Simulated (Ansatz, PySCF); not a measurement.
Molecule: H₅S (charge 0, doublet). SMILES: [H][S@OH20]([H])([H])([H])[H]
Geometry from a B3LYP-D3(BJ)/def2-TZVP (Ansatz, a first-principles code) optimisation:
```xyz
6

S      0.0688    -0.0002     0.0009
H     -1.2769     0.0031    -0.0169
H      0.0473     1.4810     0.0119
H      0.0404    -1.4812    -0.0107
H      0.0242    -0.0114     1.4816
H      0.0635     0.0112    -1.4804
```
Charge 0, spin multiplicity 2.

Property: atomisation energy (electronic, to ground-state atoms); the coupled-cluster value holds the core correlation from cc-pwCVTZ, in kcal/mol. Valence correlation only, unless marked. Open shells are spin-unrestricted. No spin-orbit coupling. Non-relativistic. CBS(X,Y): correlation extrapolated as X^-3; Hartree-Fock from the larger set.

Level to compare with: CCSD(T)/CBS(cc-pV(T+d)Z,cc-pV(Q+d)Z) plus the core term (Ansatz), 229.5 kcal/mol. It is a level with limits of its own, and the differences hold the functionals' basis error too.

Problem. Rank these functionals by how close they come to CCSD(T)/CBS(cc-pV(T+d)Z,cc-pV(Q+d)Z), closest first: BP86/def2-TZVPD (PySCF); BHLYP/def2-TZVPD (Ansatz); BLYP/def2-TZVPD (Ansatz).

Solution. BLYP/def2-TZVPD (GGA, 235.0 kcal/mol, difference 5.5), BHLYP/def2-TZVPD (global hybrid, 222.8 kcal/mol, difference -6.7), BP86/def2-TZVPD (GGA, 250.7 kcal/mol, difference 21.2)
